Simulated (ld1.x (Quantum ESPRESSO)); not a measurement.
# Scattering properties, PAW potential for C (Z = 6)

ld1.x (Quantum ESPRESSO) 7.5 input, shortened:

```
&input
   title='C', zed=6., rel=1, dft='PBE', iswitch=3,
   config='[He] 2s2 2p2'
 /
 &inputp
   pseudotype=3, lpaw=.true., tm=.true., lloc=-1, rcloc=1.35,
   nlcc=.true., new_core_ps=.true., rcore=0.65,
   which_augfun='PSQ', rmatch_augfun=0.95
 /
4
2S  1  0   2.00   0.00  1.10  1.25  0.0
2S  1  0   0.00   1.30  1.10  1.25  0.0
2P  2  1   2.00   0.00  2.30  3.05  0.0
2P  2  1   0.00   3.95  2.30  3.05  0.0
 &test
   configts(1)='2s2 2p2'
 /
```

The phase is arctan(r·u′/u) with u = r·R(r), unwrapped; energies in Ry, scanned from -3 to 5 Ry. A pole is an energy at which the radial function vanishes at the test radius. The pseudo phase is shifted by a multiple of π to meet the all-electron one at the reference energy, and phase errors are pseudo minus all-electron; the curves can meet again beyond the range given. Levels narrower than the energy grid can be missing from the lists of poles.

```csv
channel,radius (bohr),reference energy (Ry),"poles, all-electron","poles, pseudo",unbroken range about the reference energy with phases within 0.05 rad,phase error 1 Ry above the reference energy (rad)
s,3.29,-1.01,"-0.92, 2.48","-0.92, 2.48",the whole range,+0.000
p,3.29,-0.39,"-0.23, 2.62","-0.23, 2.73",below 0.3,+0.131
```

Phases in the p channel:

```
E (Ry)  all-electron  pseudo
 -3.00         1.391   1.393
 -2.52         1.374   1.376
 -2.04         1.349   1.353
 -1.56         1.312   1.317
 -1.08         1.237   1.246
 -0.60         0.852   0.875
 -0.12        -1.693  -1.676
  0.36        -1.964  -1.903
  0.84        -2.580  -2.266
  1.32        -4.109  -3.685
  1.80        -4.517  -4.430
  2.28        -4.653  -4.621
  2.76        -4.732  -4.718
  3.24        -4.800  -4.794
  3.72        -4.885  -4.884
  4.20        -5.056  -5.053
  4.68        -5.845  -5.701
```
